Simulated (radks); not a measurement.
Results of a calculation; reference values are marked as such.
Problem. Coherent X-ray form factor from a spherical all-electron density. Code: a radial shooting solver on a logarithmic mesh with Libxc functionals. Model: scalar-relativistic Kohn-Sham, PBE, spin-polarised, spherical densities, finite nucleus; Fermi nuclear charge, rms radius of each element as measured or else 0.836 A^(1/3) + 0.57 fm.

sin(theta)/lambda (1/angstrom),f0 (electrons)
0.05,37.788
0.1,37.167
0.15,36.180
0.2,34.892
0.25,33.382
0.3,31.733
0.4,28.326
0.5,25.156
0.6,22.459
0.8,18.457
1,15.563
1.25,12.548
1.5,10.030
2,6.848

The species is in the configuration that NIST lists as its ground one. Which atom or ion scatters so?

Solution. The cadmium ion Cd10+, [Kr] 4d2. Extrapolating in s^2 from the first two rows gives f0(0) = 38.0, near the electron count 38; among species with that count, the fall with angle is slower the higher Z, and the table is that of Z = 48; from so few rows the species is fixed only to a neighbour or two.
